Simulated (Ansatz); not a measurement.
`[NH2][K]` + CH₃SH → `C[S][K]` + NH₃ at 600 K and 1 bar (ligand exchange at a K–N bond).

Gas-phase electronic energies from Ansatz, PBE0-D4/def2-TZVP geometries. CBS: MP2 limit from def2 TZ/QZ plus the TZ coupled-cluster correction, frozen cores. This one scheme is used for every species. For K outer-core shells are correlated without core-valence functions, which leaves a few kJ/mol of doubt a bond. Scalar relativity is left out up to krypton.

```
   species  CCSD(T)/CBS energy (Eh)  H − E (kJ/mol)  S (J/(mol·K))
`[NH2][K]`               -655.33366            87.3          294.7
     CH₃SH               -438.22835           152.3          296.8
 `C[S][K]`              -1037.10009           137.8          381.3
       NH₃                -56.50880           112.4          219.5
```

H − E and S are ideal-gas, rigid-rotor, harmonic terms from PBE0-D4/def2-TZVP. 1 Eh = 2625.50 kJ/mol, R = 8.31446 J/(mol·K).

**Question.** By hand: ΔE, ΔH, ΔS and ΔG.

**Answer.** ΔE = (-1037.10009) + (-56.50880) − (-655.33366) − (-438.22835) = -0.04688 Eh = -123.1 kJ/mol. Δ(H − E) = 137.8 + 112.4 − 87.3 − 152.3 = 10.6, so ΔH = -112.5 kJ/mol. ΔS = 381.3 + 219.5 − 294.7 − 296.8 = 9.3 J/(mol·K). ΔG = -112.5 − 600 × (9.3)/1000 = -118.1 kJ/mol.

**Question.** By hand: the equilibrium constant, and the temperature at which ΔG would vanish if ΔH and ΔS stayed fixed.

**Answer.** log₁₀ K = −ΔG/(RT ln 10) = 10.3. ΔH and −TΔS have one sign here, so there is no such temperature.

The number of gas molecules stays the same, so ΔS is small and ΔH decides. A doubt of 5 kJ/mol in ΔE shifts log₁₀ K by 0.4 here. Modes under 60 cm⁻¹, often nearly free rotors, make the harmonic entropy too high. These are equilibria of isolated gas molecules and say nothing of rates. Largest T1 diagnostic: 0.010 (customary marks: 0.02 for closed shells, 0.045 for open ones).
